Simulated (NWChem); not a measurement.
System: PbHSBr, singlet; SMILES [Br][Pb][SH]

```xyz
4

Pb     0.5299    -0.5320     0.0000
Br    -0.3239     1.9793     0.0000
S     -1.8100    -1.6005     0.0000
H     -1.2861    -2.8620     0.0000
```
Atoms are numbered in this order, from 1.

Level: PBE-D3(BJ)/def2-SVP with def2 effective core potentials on Pb (NWChem), optimised geometry, unscaled harmonic frequencies. Low-valent species are run as closed-shell singlets; no triplet was tried in these runs. This build's default masses of Se (78.918 u) and Br (79.917 u) are each other's, which moves their modes by up to 0.6 %. def2 effective core potentials on Pb; no spin-orbit coupling.

```json
[
 {"frequency (cm⁻¹)": "73", "IR intensity (km/mol)": "0.9"},
 {"frequency (cm⁻¹)": "207", "IR intensity (km/mol)": "23.9"},
 {"frequency (cm⁻¹)": "291", "IR intensity (km/mol)": "14.2"},
 {"frequency (cm⁻¹)": "296", "IR intensity (km/mol)": "25.9"},
 {"frequency (cm⁻¹)": "590", "IR intensity (km/mol)": "7.7"},
 {"frequency (cm⁻¹)": "2594", "IR intensity (km/mol)": "2.8"}
]
```

zero-point energy: 5.8 kcal/mol
thermal correction to the enthalpy at 298.15 K (with zero-point energy): 9.6 kcal/mol
heat capacity Cv: 14.2 cal/(mol K)
entropy at 298.15 K and 1 atm (symmetry number 1): 81.9 cal/(mol K)

Rigid rotor and harmonic oscillator; modes under 100 cm⁻¹ make the entropy uncertain.
